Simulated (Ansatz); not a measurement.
Computed with Ansatz on PBE0-D4/def2-TZVP structures; ΔE is electronic, products minus reactants. CCSD(T)/CBS adds triple-zeta CCSD(T) − MP2 to the extrapolated MP2 energy (def2 sets, frozen cores). DFT in def2-TZVPP. B3LYP here is the variant with VWN-RPA as its local correlation; programs differ in this. For Se outer-core shells are correlated without core-valence functions, which leaves a few kJ/mol of doubt a bond. Scalar relativity is left out up to krypton. One conformer a species, not always the lowest.

Consider the formal exchange of groups at a C–C bond: `Cc1ccc(C(=O)O)cc1` + `[SiH3][SeH]` → `O=C(O)[SiH2][SeH]` + toluene.

`Cc1ccc(C(=O)O)cc1`:

```xyz
18

C     0.776    0.989   -2.705
C     0.420    0.495   -1.338
C     1.309   -0.294   -0.610
C     0.973   -0.776    0.640
C    -0.268   -0.475    1.194
C    -0.581   -1.011    2.534
O     0.159   -1.696    3.193
O    -1.804   -0.658    2.973
C    -1.163    0.315    0.480
C    -0.817    0.793   -0.771
H     1.852    1.143   -2.804
H     0.269    1.927   -2.934
H     0.479    0.261   -3.466
H     2.280   -0.530   -1.032
H     1.661   -1.388    1.210
H    -1.898   -1.060    3.847
H    -2.127    0.555    0.910
H    -1.519    1.411   -1.320
```

`[SiH3][SeH]`:

Cartesian coordinates in Å:
```
Si -0.121 -0.563 0.014
Se -0.536 1.671 0.193
H 0.292 -0.930 -1.363
H -1.408 -1.217 0.348
H 0.931 -0.996 0.967
H 0.843 2.035 -0.159
```

`O=C(O)[SiH2][SeH]`:

Cartesian coordinates in Å:
```
O -0.702 -0.594 -2.013
C -0.649 -0.219 -0.874
O -1.602 0.550 -0.316
Si 0.778 -0.634 0.347
Se 1.833 1.256 1.034
H -2.274 0.718 -0.996
H 0.203 -1.394 1.483
H 1.779 -1.429 -0.394
H 0.633 1.744 1.729
```

`Cc1ccccc1`:

Z-matrix (Å, degrees):
```
C
C 1 1.499
H 1 1.092 2 111.4
H 1 1.091 2 111.4 3 120.9
H 1 1.095 2 110.9 3 -119.5
C 2 1.392 1 120.9 3 -148.5
C 2 1.392 1 120.9 3 32.6
C 6 1.387 2 121.0 1 -178.6
H 6 1.085 2 119.3 1 1.6
C 7 1.386 2 121.0 1 178.6
H 7 1.085 2 119.3 1 -1.6
C 8 1.387 6 120.2 2 -0.1
H 8 1.084 6 119.8 2 -179.9
H 10 1.084 7 119.8 2 179.9
H 12 1.084 8 120.3 6 -179.8
```

```csv
level,ΔE (kJ/mol),difference from CCSD(T)/CBS
PBE-D4,14.7,-0.9
PBE0-D4,20.4,4.8
B3LYP-D4,16.1,0.5
ωB97X-V,19.6,4.0
B2PLYP,16.5,0.9
B3LYP,14.8,-0.8
HF/def2-TZVPP,25.5,9.9
MP2/def2-TZVPP,19.7,4.1
SCS-MP2/def2-TZVPP,18.5,2.9
CCSD(T)/def2-TZVPP,19.4,3.8
HF/def2-QZVPP,24.8,9.2
MP2/def2-QZVPP,17.3,1.7
SCS-MP2/def2-QZVPP,16.1,0.5
HF/CBS(def2),24.7,9.1
MP2/CBS(def2),15.9,0.3
CCSD/CBS(def2),15.6,0.0
CCSD(T)/CBS,15.6,0
```

Largest T1 diagnostic among the species: 0.014.

In def2-TZVPP, CCSD(T) changes the Hartree–Fock value by −6.1 kJ/mol (the triples alone add +0.1 kJ/mol) and MP2 by −5.8 kJ/mol. From PBE to PBE0 (25 % exact exchange), in def2-TZVPP and without D4, ΔE moves by +5.8 kJ/mol.

CCSD(T)/CBS has its own doubt, a few kJ/mol and more with outer-core shells, so smaller differences from it don't rank the levels.
